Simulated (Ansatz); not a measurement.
Ansatz (an electronic-structure program) input (SVWN5/6-31G*):

Ansatz 0.2 input:
```yaml
crystal:
  periodic: [false, false, false]
  atoms:
    - {symbol: F, position_ang: [-0.84442754, -1.21264784, -0.50851344]}
    - {symbol: As, position_ang: [0.00430976, -0.00973490, 0.39902916]}
    - {symbol: F, position_ang: [1.47486281, -0.10210959, -0.50647003]}
    - {symbol: F, position_ang: [-0.64623773, 1.35045204, -0.44812347]}
basis:
  gaussian:
    orbitals: 6-31G*
hamiltonian:
  xc: {name: SVWN5}
output: {forces: true}
```

What final total energy does it give?

-2530.02898 Eh.
